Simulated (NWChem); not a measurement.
System: ZrH2I2; SMILES [I][ZrH2][I]

```xyz
5

Zr     0.0000     0.0000    -1.0623
I      2.2809     0.0000     0.3666
I     -2.2809     0.0000     0.3666
H      0.0000     1.5139    -2.1167
H      0.0000    -1.5139    -2.1167
```
Atoms are numbered in this order, from 1.

Level: PBE-D3(BJ)/def2-SVP with def2 effective core potentials on Zr, I (NWChem), optimised geometry, unscaled harmonic frequencies. def2 effective core potentials on Zr, I; no spin-orbit coupling.

```
frequency (cm⁻¹)  IR intensity (km/mol)
----------------  ---------------------
44                                  0.2
204                                16.4
207                                 5.4
235                                20.2
425                                 0.0
461                                84.2
576                               110.9
1676                              288.1
1692                              281.3
```

```yaml
zero_point_energy: 7.9 kcal/mol
thermal correction to the enthalpy at 298.15 K (with zero-point energy): 12.2 kcal/mol
heat capacity Cv: 17.3 cal/(mol K)
entropy at 298.15 K and 1 atm (symmetry number 2): 86.2 cal/(mol K)
```

Rigid rotor and harmonic oscillator; modes under 100 cm⁻¹ make the entropy uncertain.
